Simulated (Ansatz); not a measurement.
## Which isomer of CH3F3Sn gives these data?

These gas-phase data were calculated for one isomer of CH3F3Sn at PBE0-D4/def2-SVP (harmonic, unscaled wavenumbers; equilibrium rotational constants with average atomic masses):

- rotational constants: 2.83, 2.586, 2.586 GHz
- all wavenumbers above 1500 cm⁻¹: 3223, 3223, 3089

Candidates:

(1) `[CH3][Sn]([F])([F])[F]`, a singlet
(2) `F[C](F)(F)[SnH3]`, a singlet
(3) `F[CH2][SnH]([F])[F]`, a singlet

Q: Which structure fits?

A: Candidate (1). No mode falls between 1650 and 2000 cm⁻¹, where the Sn–H stretch of (2), (3) would stand.

The same quantities for all candidates:

```tsv
	rotational constants (GHz)	wavenumbers above 1500 cm⁻¹	E above the lowest, PBE0-D4/def2-SVP (kcal/mol)
(1)	2.83, 2.586, 2.586	3223, 3223, 3089	0.0
(2)	5.245, 1.425, 1.425	1972, 1972, 1959	66.6
(3)	4.274, 1.857, 1.529	3157, 3076, 1977	36.5
```

Each candidate is one conformer. Atoms past krypton carry core potentials. Programs: Ansatz 0.2.0.
